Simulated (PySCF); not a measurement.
## `[H][As@OH22+]([H])([H])[GaH2-][S]CSC`, C2H10AsGaS2

Cartesian coordinates in Å; atom numbers follow the order of the lines, from 1:
```xyz
16

C     2.5537   -0.5028    1.0754
S     2.0080   -0.5895   -0.6521
C     1.4866    1.1384   -0.8799
S    -0.0678    1.5112    0.0123
Ga   -0.5330   -0.7088    0.0045
As   -3.3468   -0.1781    0.6360
H     2.7170   -1.5243    1.4097
H     1.7775   -0.0286    1.6828
H     3.4808    0.0614    1.1219
H     2.2746    1.8012   -0.5261
H     1.3370    1.2773   -1.9496
H    -1.0893   -1.3461   -1.3028
H    -0.3435   -1.5653    1.2875
H    -3.4946    1.2836    0.3899
H    -4.1968   -0.4661   -0.5567
H    -4.5710   -0.1543    1.5032
```

Method used: PySCF, GIAO HCTH407/6-31G magnetisability, rotational g tensor and spin-rotation constants, non-relativistic, gas phase. Geometry: GFN2-xTB.

The calculation is non-relativistic, which matters for the atoms heavier than Zn.

(1) Give the nuclear spin-rotation constants along the inertial axes (H = +C I·J) beside the isotropic shieldings.

## Answers

(1) Rotational constants 2.4804, 0.4513, 0.4143 GHz. A star marks the isotopologue with that one atom substituted, in its own axes.
```
atom  isotope  Caa (kHz)  Cbb (kHz)  Ccc (kHz)  mean (kHz)  σ (ppm)
 Ga5     69Ga      3.521      0.500      0.412       1.478   1837.5
 As6     75As      2.154      0.374      0.317       0.949   2092.8
  H7       1H     -0.298      0.007     -0.044      -0.112     30.8
  H8       1H     -0.070     -0.044     -0.023      -0.046     29.3
  H9       1H     -0.046     -0.038     -0.045      -0.043     30.8
 H10       1H     -0.136     -0.030     -0.029      -0.065     29.8
 H11       1H     -0.291     -0.042      0.015      -0.106     28.7
 H12       1H     -0.166     -0.030      0.006      -0.063     26.9
 H13       1H     -0.190     -0.015     -0.007      -0.071     27.5
 H14       1H     -0.275      0.006     -0.048      -0.105     30.5
 H15       1H     -0.215     -0.051     -0.006      -0.090     30.4
 H16       1H     -0.027     -0.051     -0.037      -0.038     30.3
  C1     13C*      0.365      0.065      0.048       0.159    172.2
  S2     33S*      0.653      0.076      0.129       0.286    519.7
  C3     13C*      0.397      0.062      0.079       0.179    154.0
  S4     33S*      0.112      0.089      0.140       0.114    637.5
```
For the geometry as given, no vibrational averaging.
